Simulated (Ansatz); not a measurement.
Nudged elastic band run: CH₆OSZn

Input:

```yaml
crystal:
  periodic: [false, false, false]
  atoms:
    - { symbol: Zn, position_ang: [-0.245132, -0.195136, -0.37293] }
    - { symbol: C, position_ang: [1.226476, -1.447067, -0.53793] }
    - { symbol: O, position_ang: [-1.70235, 0.876018, -0.603953] }
    - { symbol: H, position_ang: [0.298413, 2.277555, 1.569449] }
    - { symbol: S, position_ang: [-0.485944, 1.273739, 2.017165] }
    - { symbol: H, position_ang: [1.646993, -1.68031, 0.452611] }
    - { symbol: H, position_ang: [2.036542, -1.033486, -1.159995] }
    - { symbol: H, position_ang: [0.901107, -2.392606, -1.00032] }
    - { symbol: H, position_ang: [-2.236732, 0.836694, -1.401569] }
    - { symbol: H, position_ang: [-1.439473, 1.4847, 1.037372] }
basis:
  gaussian: { orbitals: def2-SVP }
hamiltonian:
  xc: pbe0
neb:
  order_check: false
  images: 7
  f_tol: 0.05
  max_iterations: 60
  final_atoms:
    - { symbol: Zn, position_ang: [-1.43024069, 0.8420611, 0.10824912] }
    - { symbol: C, position_ang: [1.17834538, -1.02553251, -0.08364221] }
    - { symbol: O, position_ang: [-1.76699991, 0.10893335, -1.480025] }
    - { symbol: H, position_ang: [0.78859799, -0.77002093, 0.91355745] }
    - { symbol: S, position_ang: [-1.12981561, 1.6441768, 2.10414841] }
    - { symbol: H, position_ang: [2.04326249, -0.38664495, -0.30940841] }
    - { symbol: H, position_ang: [0.39965565, -0.88647482, -0.84899139] }
    - { symbol: H, position_ang: [1.49551081, -2.07693914, -0.07750307] }
    - { symbol: H, position_ang: [-1.77249314, 0.71854142, -2.22525802] }
    - { symbol: H, position_ang: [0.19407703, 1.83200068, 1.89877311] }
  initial_path:
    images:
      - { positions_ang: [[-0.245132, -0.195136, -0.37293], [1.226476, -1.447067, -0.53793], [-1.70235, 0.876018, -0.603953], [0.298413, 2.277555, 1.569449], [-0.485944, 1.273739, 2.017165], [1.646993, -1.68031, 0.452611], [2.036542, -1.033486, -1.159995], [0.901107, -2.392606, -1.00032], [-2.236732, 0.836694, -1.401569], [-1.439473, 1.4847, 1.037372]] }
      - { positions_ang: [[-0.44316307, -0.07222974, -0.35062982], [1.16985908, -1.2697079, -0.39452087], [-1.6659793, 0.64549178, -0.93111344], [0.38031077, 1.69845724, 1.47042479], [-0.46602019, 1.21655875, 2.05777054], [1.72150446, -1.55636265, 0.42063704], [1.82564027, -0.79830924, -1.07550274], [0.75559518, -2.18400221, -0.80049419], [-2.27868169, 0.69082885, -1.61009509], [-0.9991655, 1.62937611, 1.2134238]] }
      - { positions_ang: [[-0.64119415, 0.05067653, -0.32832965], [1.11324215, -1.09234881, -0.25111175], [-1.6296086, 0.41496556, -1.25827387], [0.46220853, 1.11935947, 1.37140058], [-0.44609638, 1.1593785, 2.09837609], [1.79601592, -1.43241529, 0.38866308], [1.61473854, -0.56313248, -0.99101049], [0.61008336, -1.97539841, -0.60066839], [-2.32063138, 0.5449637, -1.81862119], [-0.55885801, 1.77405222, 1.3894756]] }
      - { positions_ang: [[-0.83922522, 0.17358279, -0.30602947], [1.05662523, -0.91498971, -0.10770262], [-1.5932379, 0.18443934, -1.58543431], [0.5441063, 0.54026171, 1.27237637], [-0.42617257, 1.10219826, 2.13898163], [1.87052738, -1.30846794, 0.35668911], [1.40383682, -0.32795571, -0.90651823], [0.46457154, -1.76679462, -0.40084258], [-2.36258107, 0.39909856, -2.02714728], [-0.11855051, 1.91872833, 1.5655274]] }
      - { positions_ang: [[-1.03725629, 0.29648906, -0.2837293], [1.00000831, -0.73763062, 0.0357065], [-1.5568672, -0.04608688, -1.91259475], [0.62600407, -0.03883605, 1.17335216], [-0.40624876, 1.04501801, 2.17958717], [1.94503884, -1.18452059, 0.32471515], [1.19293509, -0.09277895, -0.82202598], [0.31905973, -1.55819082, -0.20101678], [-2.40453075, 0.25323341, -2.23567337], [0.32175698, 2.06340444, 1.74157919]] }
      - { positions_ang: [[-1.13550239, 0.43288207, -0.1857347], [1.04459258, -0.80960609, 0.00586932], [-1.60940038, -0.00733182, -1.80445231], [0.66665255, -0.22163227, 1.10840348], [-0.58714048, 1.19480771, 2.16072748], [1.96959475, -0.98505168, 0.16618426], [0.99461523, -0.29120292, -0.82876733], [0.6131725, -1.6878779, -0.17013835], [-2.24652135, 0.36956041, -2.23306953], [0.28983699, 2.0055535, 1.78087767]] }
      - { positions_ang: [[-1.23374849, 0.56927508, -0.08774009], [1.08917685, -0.88158156, -0.02396785], [-1.66193355, 0.03142323, -1.69630987], [0.70730103, -0.40442849, 1.0434548], [-0.76803219, 1.3445974, 2.14186779], [1.99415066, -0.78558277, 0.00765337], [0.79629537, -0.48962689, -0.83550868], [0.90728527, -1.81756498, -0.13925992], [-2.08851195, 0.48588741, -2.23046569], [0.25791701, 1.94770256, 1.82017615]] }
      - { positions_ang: [[-1.33199459, 0.70566809, 0.01025451], [1.13376111, -0.95355704, -0.05380503], [-1.71446673, 0.07017829, -1.58816743], [0.74794951, -0.58722471, 0.97850612], [-0.9489239, 1.4943871, 2.1230081], [2.01870658, -0.58611386, -0.15087752], [0.59797551, -0.68805086, -0.84225004], [1.20139804, -1.94725206, -0.10838149], [-1.93050254, 0.60221442, -2.22786186], [0.22599702, 1.88985162, 1.85947463]] }
      - { positions_ang: [[-1.43024069, 0.8420611, 0.10824912], [1.17834538, -1.02553251, -0.08364221], [-1.76699991, 0.10893335, -1.480025], [0.78859799, -0.77002093, 0.91355745], [-1.12981561, 1.6441768, 2.10414841], [2.04326249, -0.38664495, -0.30940841], [0.39965565, -0.88647482, -0.84899139], [1.49551081, -2.07693914, -0.07750307], [-1.77249314, 0.71854142, -2.22525802], [0.19407703, 1.83200068, 1.89877311]] }
```

Run as:

```bash
$ ansatz run input.yaml --threads 2 --pin off --max-ram 3072MiB --backend cpu --events-out ev --progress --plain --runs-dir out
```

Output, in part (warnings, iteration lines, the closing report on the highest movable image, with atoms numbered from 0):

```
NEB end point (image 0): max|allowed force component| = 8.697e-3 eV/Å (the criterion of neb.relax_end_points is 1.000e-2)
NEB end point (image 8): max|allowed force component| = 1.578e-2 eV/Å (the criterion of neb.relax_end_points is 1.000e-2)
NEB iter   1: max|band force component| = 2.913e1 eV/Å  barrier→ = 10.8801 eV  barrier← = 11.6563 eV  Δτ_max = 0.2000 Å  (247 SCF iters)
NEB iter   2: max|band force component| = 7.038e0 eV/Å  barrier→ = 2.8773 eV  barrier← = 3.6534 eV  Δτ_max = 0.2000 Å  (224 SCF iters)
NEB iter   3: max|band force component| = 3.979e0 eV/Å  barrier→ = 1.2019 eV  barrier← = 1.9780 eV  Δτ_max = 0.2000 Å  (214 SCF iters)
NEB iter   4: max|band force component| = 1.500e0 eV/Å  barrier→ = 1.2775 eV  barrier← = 2.0537 eV  Δτ_max = 0.2000 Å  (208 SCF iters)
NEB iter   5: max|band force component| = 1.605e0 eV/Å  barrier→ = 1.2536 eV  barrier← = 2.0298 eV  Δτ_max = 0.1020 Å  (212 SCF iters)
NEB iter   6: max|band force component| = 1.133e0 eV/Å  barrier→ = 1.1539 eV  barrier← = 1.9300 eV  Δτ_max = 0.1033 Å  (211 SCF iters)
NEB iter   7: max|band force component| = 7.410e-1 eV/Å  barrier→ = 0.9370 eV  barrier← = 1.7131 eV  Δτ_max = 0.1002 Å  (212 SCF iters)
NEB iter   8: max|band force component| = 5.666e-1 eV/Å  barrier→ = 0.7451 eV  barrier← = 1.5213 eV  Δτ_max = 0.1012 Å  (211 SCF iters)
NEB iter   9: max|band force component| = 4.830e-1 eV/Å  barrier→ = 0.6127 eV  barrier← = 1.3888 eV  CI = image 4  Δτ_max = 0.1024 Å  (212 SCF iters)
NEB iter  10: max|band force component| = 6.095e-1 eV/Å  barrier→ = 0.7266 eV  barrier← = 1.5027 eV  CI = image 4  Δτ_max = 0.1038 Å  (214 SCF iters)
NEB iter  11: max|band force component| = 6.070e-1 eV/Å  barrier→ = 0.7771 eV  barrier← = 1.5533 eV  CI = image 4  Δτ_max = 0.2000 Å  (207 SCF iters)
NEB iter  12: max|band force component| = 7.061e-1 eV/Å  barrier→ = 0.9506 eV  barrier← = 1.7268 eV  CI = image 4  Δτ_max = 0.1107 Å  (214 SCF iters)
NEB iter  13: max|band force component| = 5.155e-1 eV/Å  barrier→ = 1.0821 eV  barrier← = 1.8583 eV  CI = image 4  Δτ_max = 0.1971 Å  (212 SCF iters)
NEB iter  14: max|band force component| = 1.296e0 eV/Å  barrier→ = 1.2805 eV  barrier← = 2.0566 eV  CI = image 4  Δτ_max = 0.1007 Å  (211 SCF iters)
NEB iter  15: max|band force component| = 8.948e-1 eV/Å  barrier→ = 1.1758 eV  barrier← = 1.9519 eV  CI = image 4  Δτ_max = 0.0868 Å  (212 SCF iters)
NEB iter  16: max|band force component| = 1.719e-1 eV/Å  barrier→ = 1.1377 eV  barrier← = 1.9139 eV  CI = image 4  Δτ_max = 0.1981 Å  (213 SCF iters)
NEB iter  17: max|band force component| = 1.042e-1 eV/Å  barrier→ = 1.1343 eV  barrier← = 1.9105 eV  CI = image 4  Δτ_max = 0.0782 Å  (214 SCF iters)
NEB iter  18: max|band force component| = 5.013e-2 eV/Å  barrier→ = 1.1326 eV  barrier← = 1.9088 eV  CI = image 4  Δτ_max = 0.1118 Å  (220 SCF iters)
NEB iter  19: max|band force component| = 4.480e-2 eV/Å  barrier→ = 1.1323 eV  barrier← = 1.9084 eV  CI = image 4  Δτ_max = 0.0000 Å  (404 SCF iters)
Total energy: -62409.61848257 eV, -2293.5111764757 hartree
Atom 0 at    -0.727240     0.078859    -0.454809 Å, force    -0.002241     0.006489     0.018886 eV/Å
Atom 1 at     1.108018    -0.858574    -0.063225 Å, force     0.018110    -0.007599    -0.003761 eV/Å
Atom 2 at    -1.884960     0.235375    -1.810492 Å, force     0.002385     0.001195    -0.000031 eV/Å
Atom 3 at     0.403861     0.007636     0.989682 Å, force    -0.019412    -0.006432    -0.003211 eV/Å
Atom 4 at    -0.603024     0.977026     1.856234 Å, force     0.008027    -0.005197    -0.012605 eV/Å
Atom 5 at     1.741372    -0.976889     0.832491 Å, force    -0.002734     0.006011    -0.001667 eV/Å
Atom 6 at     1.755375    -0.421804    -0.841384 Å, force     0.002388    -0.001806    -0.001202 eV/Å
Atom 7 at     0.827060    -1.884033    -0.359972 Å, force    -0.003609     0.004798     0.003733 eV/Å
Atom 8 at    -2.655749     0.757339    -1.565182 Å, force    -0.002270    -0.000529    -0.001622 eV/Å
Atom 9 at     0.035188     2.085167     1.416558 Å, force    -0.000644     0.003069     0.001481 eV/Å
Dipole moment:     0.314418     0.073563     0.164245 e Å
```

The run converged. Neighbouring images differ by up to 1.8 eV, so the band resolves the path poorly. A vibrational analysis at the climbing image gives one clearly imaginary mode, 1195i cm⁻¹: a first-order saddle point. The orbitals stay closed-shell, which can raise the energy where a bond breaks towards radicals; this wasn't checked here.

Final band (atoms are numbered from 1 in the order of the input):

| image | path coordinate (Å) | energy (eV) | Zn1–C2 (Å) | H4–S5 (Å) | C2–H4 (Å) |
| --- | --- | --- | --- | --- | --- |
| 0 | 0.00 | 0.00 | 1.94 | 1.35 | 4.38 |
| 1 | 1.28 | 0.11 | 1.94 | 1.35 | 3.91 |
| 2 | 2.57 | 0.24 | 1.94 | 1.35 | 3.49 |
| 3 | 3.85 | 0.32 | 1.95 | 1.35 | 2.69 |
| 4 | 5.14 | 1.13 | 2.10 | 1.64 | 1.53 |
| 5 | 6.59 | -0.66 | 3.03 | 2.71 | 1.10 |
| 6 | 8.04 | -0.74 | 3.06 | 3.43 | 1.10 |
| 7 | 9.49 | -0.76 | 3.11 | 3.20 | 1.10 |
| 8 | 10.94 | -0.78 | 3.21 | 3.31 | 1.10 |

The run took 6.3 min on 2 threads of Arm Neoverse V2 (shared host), peak memory 0.26 GiB.
